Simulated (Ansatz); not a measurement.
HO4S, SMILES [O]S(=O)(=O)O (connectivity only; charge and spin as stated), charge -1, multiplicity 1.

Geometry optimised at PBE0-D3(BJ)/def2-SVPD. The spin state was assumed, not searched. The isomer is the one that the SMILES or the coordinates give; other isomers of the formula were not compared. Other conformers were not sampled.

Two levels are set side by side: PBE/def2-SVPD (Ansatz, an electronic-structure program) and CAM-B3LYP/def2-SVPD (Ansatz). Energy differences of separate SCF runs at the same geometry; the states with an electron removed or added have multiplicity 2. Differences are taken from unrounded values.

```
quantity                           CAM-B3LYP   PBE  PBE minus CAM-B3LYP
---------------------------------  ---------  ----  -------------------
vertical ionisation energy (eV)         5.29  4.56                -0.73
vertical singlet–triplet gap (eV)       6.10  5.18                -0.92
```
